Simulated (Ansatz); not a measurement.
Ansatz results at the PBE0-D4/def2-TZVP geometry: LUMO energy (B3LYP/def2-TZVPP) -0.18 eV; size of the dipole moment (B3LYP/def2-TZVPP) 2.44 D; ideal-gas entropy at 298 K and 1 bar (rigid rotor, harmonic PBE0-D4/def2-TZVP) 349 J/(mol·K).

Task: Which molecule gave them?
A. `[SiH3]C1(Cl)O[SiH2]1`
B. `F/C([SeH])=C\[TeH]`
C. `C[Si]1(Br)CO1`
D. `Cl[SiH]1N[SiH2]P1`

Result: C. The others give `Cl[SiH]1N[SiH2]P1`: -0.84, 1.84, 356; `F/C([SeH])=C\[TeH]`: -1.11, 0.88, 374; `[SiH3]C1(Cl)O[SiH2]1`: -1.32, 2.57, 350.

B3LYP here is the variant with VWN-RPA as its local correlation; programs differ in this.
